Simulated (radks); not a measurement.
Results of a calculation; reference values are marked as such.
Charge is removed step by step from the 3p level of the iron ion Fe+, starting from [Ar] 3d6 4s1. Code: a radial shooting solver on a logarithmic mesh with Libxc functionals. Model: scalar-relativistic Kohn-Sham, SCAN, spin-unpolarised, spherical densities, finite nucleus; meta-GGA in the generalised Kohn-Sham scheme; Fermi nuclear charge, rms radius 3.7377 fm.

removed (e),E - E(0) (eV),eigenvalue (eV),E minus straight line (eV)
0,0.000,-70.676,0.000
0.25,18.172,-74.864,-1.667
0.5,37.429,-79.250,-2.251
0.75,57.825,-83.810,-1.694
1,79.360,-88.526,0.000

Removing the whole electron costs 79.360 eV by Delta-SCF, against 70.676 eV from minus the eigenvalue at the starting occupation. Slater's transition state (half an electron removed) gives 79.250 eV. Integrating minus the eigenvalue over the occupation (Janak's theorem) gives 79.367 eV. In this scalar-relativistic scheme the density is built from large components alone, so the theorem holds only approximately. The mean slope of the eigenvalue, de/dn, is 17.9 eV per electron.
